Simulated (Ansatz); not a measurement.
Cost and result for the atomization energy of `ClC1=CO[SiH2]1` (8 atoms, 8 bonds).

Charge 0, multiplicity 1. The geometry is a stationary point of PBE0-D4/def2-TZVP. Program: Ansatz. All runs use 2 threads of an Arm Neoverse V1 on a shared host. Times are those of one run each, without the atoms' runs, and a repeat can differ threefold. Electronic energies, without spin–orbit coupling; frozen cores. CCSD(T)/CBS adds CCSD(T) − MP2 in def2-TZVPP to the MP2 limit, and its time is that of the two runs behind it. T1 = 0.014. B3LYP takes the VWN-RPA correlation (the form of Gaussian; ORCA's B3LYP/G).

CCSD(T)/CBS is a level of theory with its own doubt, some kJ/mol a heavy atom from the limit and from the frozen cores, so smaller differences don't rank the functionals.

```tsv
level	functions	wall time	atomization (kcal/mol)	difference from CCSD(T)/CBS	per bond
LDA (SPW92)/def2-TZVPP	219	2 s	859.5	128.0	16.0
revPBE-D4/def2-TZVPP	219	3.3 s	734.5	3.0	0.4
PBE-D4/def2-TZVPP (with forces)	219	4.1 s	756.8	25.3	3.2
CCSD(T)/def2-SVP	93	5.5 s	680.6	-50.9	-6.4
CAM-B3LYP-D4/def2-TZVPP	219	6 s	731.1	-0.4	-0.1
B3LYP-D4/def2-TZVPP (with forces)	219	8 s	727.5	-4.0	-0.5
B2PLYP/def2-TZVPP	219	9 s	722.1	-9.4	-1.2
PBE-QIDH/def2-TZVPP	219	9 s	730.4	-1.1	-0.1
r2SCANh-D4/def2-TZVPP	219	9 s	730.2	-1.3	-0.2
ωB97M-V/def2-TZVPP (with forces)	219	19 s	735.4	3.9	0.5
MP2/def2-QZVPP	401	30 s	746.6	15.1	1.9
CCSD(T)/def2-TZVPP	219	2.5 min	708.5	-23.0	-2.9
CCSD(T)/CBS(def2)	–	3 min	731.5	0.0	0.0
```

From PBE to PBE0 (25 % exact exchange), in def2-TZVPP and without D4, the atomization energy moves by −18.9 kcal/mol: exact exchange takes away binding that semilocal exchange gives to molecules. In def2-TZVPP, CCSD(T) changes the Hartree–Fock value by +200.7 kcal/mol (the triples alone add +16.4 kcal/mol) and MP2 by +225.0 kcal/mol; breaking electron pairs costs correlation energy, which Hartree–Fock lacks. The D4 term adds +7.6 kcal/mol with B3LYP and +3.9 kcal/mol with PBE0; it sums over pairs of atoms, weighted by their polarisabilities, and B3LYP, whose exchange is more repulsive, gets the larger term.
